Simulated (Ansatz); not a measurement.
Ideal-gas functions of H4O3STi (`[OH][Ti]([OH])([OH])[SH]`) at 500 K and 1 bar, from an Ansatz frequency run at PBE0-D4/def2-TZVP.

Molar mass 131.96 g/mol, point group C1 (symmetry number 1), electronic degeneracy 1, moments of inertia 158.153, 251.78, 258.668 u Å². Harmonic wavenumbers (cm⁻¹, unscaled): 98, 145, 171, 183, 199, 214, 235, 271, 283, 375, 411, 433, 459, 535, 740, 791, 809, 2698, 3926, 3929, 3941.

Use S(trans) = R[1.5 ln M + 2.5 ln T − 1.1517]; rotational temperatures θ = 24.2544 K / I; S(rot) = R[ln(√π/σ · √(T³/θAθBθC)) + 1.5]; for each mode x = 1.438777 ν̃/T, S = R[x/(eˣ − 1) − ln(1 − e⁻ˣ)] and H = RT x/(eˣ − 1); 1 cm⁻¹ = 0.0119627 kJ/mol; R = 8.31446 J/(mol·K).

Q: By hand: the entropy, in J/(mol·K).

A: Translation 180.5. Rotation: θ = 0.1534, 0.0963, 0.0938 K, giving 122.1. Vibration, mode by mode: 18.87, 15.64, 14.29, 13.74, 13.06, 12.48, 11.72, 10.59, 10.25, 8.07, 7.39, 7.00, 6.58, 5.50, 3.44, 3.07, 2.94, 0.03, 0.00, 0.00, 0.00, in all 164.7. Electronic 0.0. Sum 467.3 J/(mol·K).

Q: By hand: H − E and G − E in kJ/mol, counted from the electronic energy.

A: Zero-point energy ½ × 20846 × 0.0119627 = 124.7; thermal vibration 41.4; translation, rotation and pV give 4 RT = 16.6. H − E = 182.7 kJ/mol, and G − E = 182.7 − 500 × 467.3/1000 = -50.9 kJ/mol.

Vibration gives 35 % of the entropy, 34.5 J/(mol·K) of it from the modes under 150 cm⁻¹: soft modes count most, and the harmonic formula is weakest for them. The sum counts one conformer and one mirror image; others add a mixing term.
